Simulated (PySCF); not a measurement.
Simulation results for AlFH$_{2}$NSi, AlFH$_{4}$NSi, AlFH$_{3}$OSi

All values are calculated (PySCF 2.14.0). Calculation on a computer-drawn molecule: optimised geometry and harmonic frequencies of an isolated molecule of the commonest isotopes, restricted reference for singlets and unrestricted otherwise, frozen core in MP2.

Common to all runs: charge 1; multiplicity 1; basis cc-pV(D+d)Z.

(1) AlFH$_{2}$NSi

Start structure:
```xyz
6
AlFH2NSi
F     -2.0919    -2.0772     2.6580
Al    -0.8926    -1.6290     1.6303
N      0.4309    -1.0200     0.7943
Si     1.4662    -1.0853    -0.5134
H      1.3432    -1.9423    -1.7032
H      2.4333     0.0071    -0.5120
```

Settings of this run: method HF.

The calculation gives: rotational constants 162.7, 1.574, 1.559 GHz; total energy -685.7334 hartree; convergence status largest gradient component 3.021e-05 hartree/bohr.

Drawn bonds:
```csv
atom,other atom,order
1,2,1
2,3,1
3,4,2
4,5,1
4,6,1
```

Optimised structure:
```xyz
6
AlFH2NSi
F     -2.0244    -1.9093     2.7828
Al    -0.8858    -1.6247     1.6820
N      0.2817    -1.3324     0.5536
Si     1.4082    -1.0511    -0.5358
H      1.5211    -1.8508    -1.7546
H      2.3883     0.0217    -0.3739
```

Modes:
```csv
frequency (cm⁻¹),reduced mass (dalton)
90.83,5.629
104.1,9.158
219.7,12.76
248.8,14.08
551.3,12.22
748.8,1.238
798.3,1.184
1003,7.245
1076,1.168
1463,15
2417,1.029
2443,1.059
```

(2) AlFH$_{2}$NSi

Start structure:
```xyz
6
AlFH2NSi
F     -2.0244    -1.9093     2.7828
Al    -0.8858    -1.6247     1.6820
N      0.2817    -1.3324     0.5536
Si     1.4082    -1.0511    -0.5358
H      1.5211    -1.8508    -1.7546
H      2.3883     0.0217    -0.3739
```

Here we set method MP2.

It finds rotational constants 159.5, 1.527, 1.512 GHz; total energy -686.2151 hartree; convergence status largest gradient component 4.119e-06 hartree/bohr.

Drawn bonds:
```csv
atom,other atom,order
1,2,1
2,3,1
3,4,2
4,5,1
4,6,1
```

Optimised structure:
```xyz
6
AlFH2NSi
F     -2.0589    -1.9179     2.8162
Al    -0.9017    -1.6285     1.6974
N      0.2854    -1.3316     0.5498
Si     1.4276    -1.0462    -0.5546
H      1.5305    -1.8566    -1.7745
H      2.4062     0.0343    -0.3803
```

Modes:
```csv
frequency (cm⁻¹),reduced mass (dalton)
31.3,5.281
84.87,9.039
173.3,21.25
211.9,17.4
512.4,12.51
698.4,1.206
733.4,1.166
950,8.136
1018,1.145
1387,15.09
2353,1.028
2390,1.06
```

(3) AlFH$_{4}$NSi

Start structure:
```xyz
8
AlFH4NSi
F      0.7277     3.6410     2.4490
Al     0.5479     2.2709     1.5748
N     -1.2216     1.7043     1.5803
Si    -2.2259     0.4759     0.8519
H      1.5632     1.5811     0.7175
H     -1.7977     2.3187     2.1352
H     -1.5142    -0.4807    -0.0081
H     -3.6583     0.4015     1.1937
```

It was run with method HF.

It finds rotational constants 20.52, 1.817, 1.669 GHz; total energy -686.9478 hartree; convergence status largest gradient component 1.889e-05 hartree/bohr.

Drawn bonds:
```csv
atom,other atom,order
1,2,1
2,3,1
3,4,1
2,5,1
3,6,1
4,7,1
4,8,1
```

Optimised structure:
```xyz
8
AlFH4NSi
F      0.7055     3.5935     2.4541
Al     0.4960     2.2692     1.5249
N     -1.2946     1.7463     1.5923
Si    -2.1325     0.5292     0.8990
H      1.4707     1.4378     0.6600
H     -1.8418     2.3590     2.1878
H     -1.4207    -0.3979     0.0271
H     -3.5615     0.3758     1.1490
```

Modes:
```csv
frequency (cm⁻¹),reduced mass (dalton)
96.27,3.941
129.6,4.805
248.1,6.561
263.6,1.221
520.7,1.309
556.9,2.532
651.4,1.188
772.8,1.247
776.5,1.607
791.3,1.081
904.2,12.77
1018,1.109
1089,2.473
1265,1.603
2141,1.046
2435,1.027
2477,1.061
3682,1.075
```

(4) AlFH$_{3}$OSi

Start structure:
```xyz
7
AlFH3OSi
F      0.2684     3.6233    -4.4398
Al    -0.5921     2.4817    -3.6455
O      0.2998     1.1514    -3.0264
Si     1.2974     0.0296    -2.5414
H     -2.0463     2.4504    -3.3006
H      0.6142    -1.1342    -1.9205
H      2.7344     0.1542    -2.7606
```

Here we set method HF.

The calculation gives: rotational constants 15.19, 2.015, 1.821 GHz; total energy -706.8046 hartree; convergence status largest gradient component 2.169e-05 hartree/bohr.

Drawn bonds:
```csv
atom,other atom,order
1,2,1
2,3,1
3,4,1
2,5,1
4,6,1
4,7,1
```

Optimised structure:
```xyz
7
AlFH3OSi
F     -0.0261     2.9270    -5.0438
Al    -0.6376     2.5156    -3.5887
O      0.3197     1.1883    -2.9309
Si     1.2875     0.0399    -2.5541
H     -1.8220     3.0625    -2.7714
H      0.9529    -1.3255    -2.9354
H      2.5014     0.3486    -1.8105
```

Modes:
```csv
frequency (cm⁻¹),reduced mass (dalton)
75.13,1.14
83.48,7.87
142.4,3.048
299.7,11.35
503.5,1.339
512.2,6.704
651.5,1.159
757.1,1.249
812.4,1.185
902.5,14.93
1046,1.067
1232,15.86
2166,1.046
2443,1.027
2490,1.062
```
